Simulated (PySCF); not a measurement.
[Ti(Cl)4] (charge 0, multiplicity 1)

These are TPSSh-D3(BJ)/def2-TZVP // r2SCAN-D4/def2-SVP run with PySCF 2.14.0 values and carry that method's errors.

```yaml
HOMO: -8.92 eV
dipole_moment: 0.000 e·Å
HOMO–LUMO gap: 4.65 eV
LUMO: -4.27 eV
charge on the central atom (Mulliken): 1.10 e
charge on the central atom (meta-Löwdin): 1.11 e
total_energy: -73217.60 eV
cost: very roughly 6 core-minutes
```

Bond lengths (Å): Ti1–Cl2 2.167, Ti1–Cl3 2.167, Ti1–Cl4 2.167, Ti1–Cl5 2.167. Bond angles (°): Cl2–Ti1–Cl3 109.5, Cl2–Ti1–Cl4 109.5, Cl2–Ti1–Cl5 109.5, Cl3–Ti1–Cl4 109.5, Cl3–Ti1–Cl5 109.5, Cl4–Ti1–Cl5 109.5.
